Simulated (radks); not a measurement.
Results of a calculation; reference values are marked as such.
Neutral ytterbium inside a hard spherical wall (all orbitals vanish at R), configuration held at [Xe] 4f14 6s2 and not refilled when levels cross. Code: a radial shooting solver on a logarithmic mesh with Libxc functionals. Model: scalar-relativistic Kohn-Sham, PBE, spin-polarised, spherical densities, finite nucleus; Fermi nuclear charge, rms radius 5.3108 fm. Eigenvalues in eV for spin up, with the zero of energy where the potential of the charges vanishes at infinity; a dash marks a level that is unbound or too diffuse for the functional's potential to be trusted. A positive occupied level is held by the wall or, in an anion where self-interaction has pushed it up, behind a barrier. The pressure on the wall is -dE/dV.

| R (bohr) | E (hartree) | kinetic (hartree) | e(5s) | e(5p) | e(6s) | e(4f) | e(6p, empty) | e(5d, empty) | pressure (GPa) |
|---|---|---|---|---|---|---|---|---|---|
| free | -14058.1415 | 15316.097 | -54.909 | -27.428 | -3.920 | -3.021 | - | - | 0 |
| 20 | -14058.1415 | 15316.097 | -54.909 | -27.428 | -3.920 | -3.021 | -1.107 | -0.669 | < 0.0001 |
| 10 | -14058.1395 | 15316.115 | -54.775 | -27.295 | -3.814 | -2.889 | -0.768 | -0.490 | 0.0449 |
| 8 | -14058.1279 | 15316.191 | -54.328 | -26.854 | -3.413 | -2.452 | 0.064 | -0.007 | 0.475 |
| 7 | -14058.1062 | 15316.306 | -53.783 | -26.320 | -2.838 | -1.917 | 1.112 | 0.580 | 1.60 |
| 5 | -14057.8940 | 15317.171 | -51.104 | -23.754 | 1.272 | 0.786 | 7.767 | 3.757 | 23.8 |
| 3.5 | -14056.7505 | 15321.460 | -44.485 | -17.458 | 17.816 | 8.129 | 31.090 | 12.953 | 356 |
| 3 | -14055.2813 | 15326.978 | -38.795 | -11.652 | 35.465 | 14.921 | 53.639 | 21.517 | 1150 |
| 2 | -14040.1060 | 15378.884 | -0.900 | 32.051 | 168.30 | 57.702 | 205.98 | 81.533 | 23100 |
